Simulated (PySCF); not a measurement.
Al(F)(NCO)(OH) (CHAlFNO2), SMILES O=C=[N][Al]([OH])[F]. Geometry optimised at PBE-D3(BJ)/def2-SVP. The structure was generated by enumeration; whether it is a known compound was not checked. The values are those of a single conformer.

Q: Give the equilibrium geometry at PBE-D3(BJ)/def2-SVP (PySCF confirms it by a frequency run) as Cartesian coordinates in Å, and its point group. (The exact figures need the calculation; the answer reports its results.)

A: Several could match; the one computed here: point group Cs.
```xyz
7

Al    -0.0213     0.9290     0.0000
F     -1.5101     1.6731     0.0000
N      0.0473    -0.8413     0.0000
C      0.0324    -2.0543     0.0000
O      0.0291    -3.2354     0.0000
O      1.3563     1.9240     0.0000
H      2.2596     1.5722     0.0000
```
Charge 0, spin multiplicity 1.
